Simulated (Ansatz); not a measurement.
Mulliken charges of `[OH][Mo]([F])(=[S])([Cl])[Cl]` from B3LYP/def2-TZVPP in Ansatz (PBE0-D4/def2-TZVP geometry).

| atom | x (Å) | y (Å) | z (Å) | charge (e) |
| --- | --- | --- | --- | --- |
| O1 | 0.812 | -0.167 | -1.364 | -0.396 |
| Mo2 | -0.095 | -0.152 | 0.253 | 1.163 |
| F3 | -1.619 | -0.544 | -0.739 | -0.366 |
| S4 | 0.516 | -1.887 | 1.185 | -0.164 |
| Cl5 | 1.357 | 1.458 | 0.976 | -0.234 |
| Cl6 | -1.600 | 0.747 | 1.714 | -0.217 |
| H7 | 0.690 | 0.477 | -2.070 | 0.214 |

Q: By hand: the dipole of these point charges (1 e Å = 4.8032 D).

A: Σ q r = (0.253, -0.003, -0.133) e Å, of length 0.286 e Å = 1.37 D.

Q: How does the dipole of the full density compare? (Estimate.)

A: The calculation gave: (0.232, -0.040, -0.302) e Å, 1.84 D; the point charges give 0.74 times that, at 25° from its direction.

Point charges leave out the atoms' own dipoles, such as those of lone pairs, and Mulliken's split depends on the basis, so the two needn't agree.

B3LYP here is the variant with VWN-RPA as its local correlation; programs differ in this.
